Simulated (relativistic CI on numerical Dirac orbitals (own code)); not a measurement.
**Au2+: 4d photoemission**

Computed with this model: Dirac-Coulomb-Breit CI, KLI orbitals optimised for each configuration, QED by a radiative potential, valence Slater integrals scaled by 0.8, multiplet model of photoemission in the sudden approximation; configurations [Xe] 4f14 5d9 → [Kr] 4d9 4f14 5s2 5p6 5d9; 80 K; Lorentzian 2.45 eV and Gaussian 0.6 eV FWHM. Energies are those of the free ion, without screening or charge transfer. The energies are binding energies and can lie tens of eV above those of solids. S is read from ⟨S²⟩ = S(S + 1).

Field parameters in Wybourne normalisation: Oh B⁴₀ = 21Dq, B⁴₄ = √(5/14) B⁴₀. The field is a parameter set, without covalency.

free ion: ground-state S = 0.50, centroid 375.66 eV. Peaks (eV, height): 368.2 (100), 386.6 (76).

Oh, 10Dq = 24950 cm⁻¹: ground-state S = 0.50, centroid 375.72 eV. Peaks (eV, height): 368.2 (100), 386.6 (71).

Strongest unbroadened transitions for free ion:

```tsv
Energy (eV)	Relative strength
367.44	63.5
367.92	100.0
368.07	26.9
368.70	78.7
369.35	43.3
369.72	0.2
370.18	2.3
370.55	3.4
370.76	9.1
370.82	0.4
386.16	62.9
386.59	44.6
386.94	81.6
387.09	24.0
387.72	0.7
387.79	3.2
388.80	0.7
390.48	0.0
```
